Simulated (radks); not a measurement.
Values are calculated unless marked as measured or tabulated.
Problem. The mean radii <r> (bohr) of the occupied orbitals of an atom or ion are listed with their occupations. Code: a radial shooting solver on a logarithmic mesh with Libxc functionals. Model: Dirac Kohn-Sham, PBEsol, spin-unpolarised, spherical densities, point nucleus.

| orbital | occ. | <r> |
|---|---|---|
| 1s1/2 | 2 | 0.01579 |
| 2s1/2 | 2 | 0.06577 |
| 2p1/2 | 2 | 0.05389 |
| 2p3/2 | 4 | 0.06294 |
| 3s1/2 | 2 | 0.1710 |
| 3p1/2 | 2 | 0.1616 |
| 3p3/2 | 4 | 0.1780 |
| 3d3/2 | 4 | 0.1545 |
| 3d5/2 | 6 | 0.1595 |
| 4s1/2 | 2 | 0.3770 |
| 4p1/2 | 2 | 0.3778 |
| 4p3/2 | 4 | 0.4126 |
| 4d3/2 | 4 | 0.4162 |
| 4d5/2 | 6 | 0.4273 |
| 5s1/2 | 2 | 0.8314 |
| 4f5/2 | 6 | 0.4381 |
| 4f7/2 | 8 | 0.4443 |
| 5p1/2 | 2 | 0.8851 |
| 5p3/2 | 4 | 0.9750 |
| 5d3/2 | 4 | 1.208 |
| 5d5/2 | 6 | 1.252 |
| 6s1/2 | 2 | 2.123 |
| 6p1/2 | 0.666667 | 2.563 |
| 6p3/2 | 1.33333 | 2.883 |

Name the element and its charge. Open shells, if any, are shared by 2j + 1.

Solution. Z = 83, bismuth, charge +1: Bi+ in [Hg] 6p2. The 1s radius gives Z: for a bare nucleus <r> = (2 gamma + 1)/(2Z) with gamma = sqrt(1 - (Z/c)^2), 0.01561 bohr for Z = 83, and screening makes it slightly larger (0.01579 here). The occupations add up to 82, and the charge is Z minus that.
